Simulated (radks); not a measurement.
Values are calculated unless marked as measured or tabulated.
Ce III, configuration [Xe] 4f2 (the NIST ground configuration). Level of theory: scalar-relativistic Kohn-Sham, PBE, spin-polarised, spherical densities, point nucleus; open shells are filled with parallel spins first (spin-orbit coupling, left out, can overturn this in heavy ions) (a radial shooting solver on a logarithmic mesh with Libxc functionals).

Unscreened Slater integrals over Kohn-Sham orbitals (cm^-1). They are taken over the spin-up orbitals.

F0(4f,4f): 172010
F2(4f,4f): 77508
F4(4f,4f): 47828
F6(4f,4f): 34187
F0(4f,5p): 126370
F2(4f,5p): 48979
G2(4f,5p): 31276
G4(4f,5p): 23005
F0(4f,5s): 140410
G3(4f,5s): 33208
F0(4f,4d): 207170
F2(4f,4d): 94127
F4(4f,4d): 59006
G1(4f,4d): 110390
G3(4f,4d): 68141
G5(4f,4d): 47860
F0(5p,5p): 110590
F2(5p,5p): 59712
F0(5p,5s): 118220
G1(5p,5s): 79104
F0(5p,4d): 138290
F2(5p,4d): 39060
G1(5p,4d): 11137
G3(5p,4d): 10768
F0(5s,5s): 128200
F0(5s,4d): 156780
G2(5s,4d): 17365
F0(4d,4d): 263800
F2(4d,4d): 134240
F4(4d,4d): 89691

Derived for the open shells (J is the average intra-shell exchange parameter used in DFT+U). 4f: F4/F2 = 0.617, F6/F2 = 0.441, J = (286 F2 + 195 F4 + 250 F6)/6435 = 6222 cm^-1.
